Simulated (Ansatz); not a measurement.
All values below come from frozen-core CCSD(T)/cc-pVDZ // B3LYP-D3(BJ)/def2-SVP run with Ansatz (a first-principles code).

Ansatz 0.2 input:
```yaml
crystal:
  periodic: [false, false, false]
  atoms:
    - { symbol: C, position_ang: [-4.008927, 0.178925, -0.346773] }
    - { symbol: C, position_ang: [-2.790715, 0.124615, -0.241456] }
    - { symbol: C, position_ang: [-1.397306, 0.062416, -0.120908] }
    - { symbol: C, position_ang: [-0.586706, -0.172773, -1.278755] }
    - { symbol: C, position_ang: [0.779597, -0.233807, -1.16054] }
    - { symbol: C, position_ang: [1.397308, -0.062409, 0.120886] }
    - { symbol: C, position_ang: [2.790718, -0.124596, 0.241439] }
    - { symbol: C, position_ang: [4.00892, -0.178967, 0.346831] }
    - { symbol: C, position_ang: [0.58671, 0.172818, 1.278728] }
    - { symbol: C, position_ang: [-0.779592, 0.23385, 1.160513] }
    - { symbol: H, position_ang: [-5.082996, 0.226863, -0.439686] }
    - { symbol: H, position_ang: [-1.071228, -0.301426, -2.247753] }
    - { symbol: H, position_ang: [1.40974, -0.412192, -2.033103] }
    - { symbol: H, position_ang: [5.082987, -0.226928, 0.43976] }
    - { symbol: H, position_ang: [1.071231, 0.301418, 2.247734] }
    - { symbol: H, position_ang: [-1.409739, 0.412191, 2.033083] }
basis:
  gaussian: { orbitals: cc-pVDZ }
correlation:
  method: ccsd_t
total_charge: 1
magnetization:
  spin_polarized: true
  initial_magnetization: 1
```

Output:

```
Functional definition: HF
1586 factors; integrals over basis functions are off by at most 1.3e-3 eV
mean field evaluation 1: about -10383.9299 eV, gradient 2.8e1 eV
mean field evaluation 2: about -10383.9345 eV, gradient 2.8e1 eV
mean field evaluation 4: about -10389.2908 eV, gradient 6.1e0 eV
mean field evaluation 8: about -10389.7226 eV, gradient 6.8e-1 eV
mean field evaluation 16: about -10389.7907 eV, gradient 3.0e-6 eV
mean field evaluation 32: about -10389.7907 eV, gradient 1.7e-2 eV
mean field evaluation 64: about -10389.7863 eV, gradient 2.2e-1 eV
mean field evaluation 96: about -10386.6966 eV, gradient 2.8e-1 eV
mean field evaluation 128: about -10386.5950 eV, gradient 8.3e-3 eV
mean field evaluation 160: about -10386.5262 eV, gradient 6.1e-3 eV
mean field evaluation 192: about -10386.6953 eV, gradient 1.8e-1 eV
mean field evaluation 224: about -10386.5261 eV, gradient 4.3e-2 eV
mean field evaluation 256: about -10384.3036 eV, gradient 4.1e-1 eV
mean field -10389.79068705 eV, -381.8177652960 hartree, gradient 7.5e-6 eV, S^2 1.194169; 9 other end points of the search recorded, 0 dependent functions left out
determinant -10389.79068705 eV, -381.8177652960 hartree, with singles and doubles -10424.42047996 eV, -383.0903867124 hartree
determinant -10388.47115890 eV, -381.7692735308 hartree, with singles and doubles -10423.07891353 eV, -383.0410850557 hartree
determinant -10386.69758425 eV, -381.7040958646 hartree, with singles and doubles -10422.13560863 eV, -383.0064192400 hartree
determinant -10386.59503297 eV, -381.7003271746 hartree, with singles and doubles -10422.07906251 eV, -383.0043412084 hartree
determinant -10386.52616604 eV, -381.6977963615 hartree, with singles and doubles -10422.03899040 eV, -383.0028685855 hartree
10 core orbitals not correlated
reference -10389.79068705 eV, -381.8177652960 hartree; 23, 22 occupied and 137, 138 virtual orbitals, 1586 factors
second order -32.55676936 eV of doubles, -0.00000000 eV of singles
cycle   1  -34.62980053 eV  change   -7.6e-6 eV  update   4.8e-3
cycle   2  -34.63018906 eV  change   -3.9e-4 eV  update   3.1e-3
cycle   3  -34.62855737 eV  change    1.6e-3 eV  update   2.2e-3
cycle   4  -34.62939525 eV  change   -8.4e-4 eV  update   8.3e-4
cycle   5  -34.63270268 eV  change   -3.3e-3 eV  update   4.7e-4
cycle   6  -34.63359023 eV  change   -8.9e-4 eV  update   1.3e-4
cycle   7  -34.63359540 eV  change   -5.2e-6 eV  update   5.4e-5
cycle   8  -34.63347706 eV  change    1.2e-4 eV  update   2.5e-5
cycle   9  -34.63342398 eV  change    5.3e-5 eV  update   9.8e-6
cycle  10  -34.63341305 eV  change    1.1e-5 eV  update   5.8e-6
perturbative correction -1.70193404 eV, -0.0625449223 hartree
Total energy: -10426.12603413 eV, -383.1530646724 hartree
```

Cost: about 15 core-minutes (a rough figure).
